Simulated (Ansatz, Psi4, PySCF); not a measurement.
C$_{4}$H$_{11}$S (SMILES CC(C)(C)[SH2+]), charge +1, singlet, at a GFN2-xTB geometry, atoms displaced at random by about 0.03 Å a coordinate. Base run: HF/STO-3G, gradient run with PySCF.

PySCF was given this input:
```python
from pyscf import gto, scf

mol = gto.Mole()
mol.atom = '''
    C    -0.489878    1.225905    1.089742
    C    -0.390454   -0.054923    0.264639
    C    -0.196766   -1.319014    1.076891
    C    -1.536513   -0.214810   -0.691036
    S     1.215110    0.050272   -0.872250
    H    -1.361115    1.126690    1.674467
    H    -0.553884    2.113006    0.450288
    H     0.332255    1.341405    1.781260
    H    -0.055452   -2.121761    0.461836
    H    -1.037051   -1.465163    1.667769
    H     0.676194   -1.179690    1.762165
    H    -1.337575   -1.016043   -1.462672
    H    -1.620993    0.706939   -1.367118
    H    -2.476936   -0.357230   -0.186434
    H     1.019366    1.318665   -1.295378
    H     2.038801    0.512156    0.112481
'''
mol.basis = 'sto-3g'
mol.charge = 1
mol.spin = 0
mol.verbose = 4
mol.build()

mf = scf.RHF(mol)
mf.kernel()
g = mf.nuc_grad_method()
grad = g.kernel()
```

Programs used: Ansatz (a program for electronic structure), Psi4, PySCF; a row that names a program was run with it.

The coordinate followed is y of atom 10.

Variants of this job, named by their change:

| change | dE/dx (Eh/bohr) | net force (Eh/bohr) |
|---|---|---|
| base | 0.008182 | 0.000000 |
| finite difference step (bohr) = 0.2; conv_tol = 1e-11 | 0.007609 | - |
| density fitting = on; auxbasis_response = off | 0.008194 | 0.001162 |
| finite difference step (bohr) = 0.05; conv_tol = 1e-11 | 0.008146 | - |
| code = ansatz | 0.008184 | 0.000000 |
| finite difference step (bohr) = 1e-3; conv_tol = 1e-11 | 0.008182 | - |
| conv_tol = 1e-11 | 0.008182 | 0.000000 |
| finite difference step (bohr) = 0.01; conv_tol = 1e-11 | 0.008181 | - |
| density fitting = on | 0.008185 | 0.000000 |
| finite difference step (bohr) = 1e-4; conv_tol = 1e-11 | 0.008182 | - |
| code = psi4 | 0.008185 | 0.000000 |
| conv_tol = 1e-6 | 0.008182 | 0.000000 |

The net force is zero for an exact gradient.
